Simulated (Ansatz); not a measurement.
Molecule: germanium monotelluride, GeTe, net charge 0, singlet state. SMILES: [Te]=[Ge]
Geometry: optimised at B3LYP-D3(BJ)/def2-TZVP (Ansatz, a first-principles code).

Parts of the frozen-core correlation energy in def2-SVP (Ansatz, hartree). Frozen orbitals: 23; correlated occupied orbitals by spin: 5 and 5; virtual: 30 and 30. Spin-orbit coupling is left out. Past Kr the def2 sets carry scalar-relativistic core potentials. The restricted reference is unstable.

| term | value |
|---|---|
| reference (HF) | -2342.13107 |
| MP2 opposite-spin | -0.12725 |
| MP2 same-spin | [?] |
| CCSD correlation | [?] |
| (T) | [?] |
| CCSDT minus CCSD(T) | -0.00112 |
| T1 diagnostic | 0.034 |
| largest doubles amplitude | 0.103 |

### Question
Fill in the missing entries.

### Answer

- MP2 same-spin, value: -0.04382
- CCSD correlation, value: -0.18816
- (T), value: -0.01120
